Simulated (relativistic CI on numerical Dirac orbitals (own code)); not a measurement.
One change at a time: V XXII

Base calculation: Dirac-Coulomb-Breit CI, KLI orbitals optimised for each configuration, QED by a radiative potential, unscaled Slater integrals.

Configuration list: 1s2, 1s 2s, 1s 2p, 1s 3s, 1s 3p, 1s 3d, 1s 4s, 1s 4p, 1s 4d, 1s 4f, 1s 5s, 1s 5p, 1s 5d, 1s 5f, 1s 5g, 1s 6s, 1s 6p, 1s 6d. Levels of other configurations are missing.

Variants: (1) P86 correlation estimate; (2) configuration mixing switched off; (3) non-relativistic limit. Shifts of the energy above 1s2 1S_0, in eV, for the lowest level and the first level of each name with at least 55 % of one term (blank where a level changes its place among those of its configuration and J or its character, or is not in the variant):

| Level | Base | Δ(1) | Δ(2) | Δ(3) |
| --- | --- | --- | --- | --- |
| 1s2 1S_0 | 0.00 | 0.00 | 0.00 | 0.00 |
| 1s 2s 3S_1 | 5152.52 | +1.34 | +0.01 | -26.25 |
| 1s 2p 3P°_0 | 5177.54 | +1.64 | 0.00 | -28.29 |
| 1s 2p 3P°_1 | 5179.04 | +1.64 | +0.01 | -29.79 |
| 1s 2s 1S_0 | 5179.77 | +1.34 | +0.18 | -27.77 |
| 1s 2p 3P°_2 | 5187.42 | +1.64 | 0.00 | -38.17 |
| 1s 2p 1P°_1 | 5204.28 | +1.64 | +0.10 | -35.41 |
| 1s 3s 3S_1 | 6102.89 | +1.52 | -0.01 | -35.61 |
| 1s 3p 3P°_0 | 6109.80 | +1.49 | 0.00 | -36.16 |
| 1s 3s 1S_0 | 6110.18 | +1.52 | -0.07 | -36.04 |
| 1s 3p 3P°_1 | 6110.24 | +1.49 | -0.01 | -36.60 |
| 1s 3p 3P°_2 | 6112.74 | +1.49 | -0.01 | -39.09 |
| 1s 3d 3D_2 | 6116.45 | +1.42 | 0.00 | -39.12 |
| 1s 3d 3D_1 | 6116.49 | +1.42 | 0.00 | -39.15 |

At this charge energies of transitions that change n are usually good to better than 1 %, and those within a shell (Δn = 0) to a few per cent.

Ionisation energy from the two ground configurations alone: base 6849.82 eV; P86 correlation estimate 6851.99 eV. The NIST ASD value (theoretical) is 6851.31 eV.

LS names give the leading component of a level, which can be under half, so a name can repeat, a term be missing and a line seem to break the LS rules.
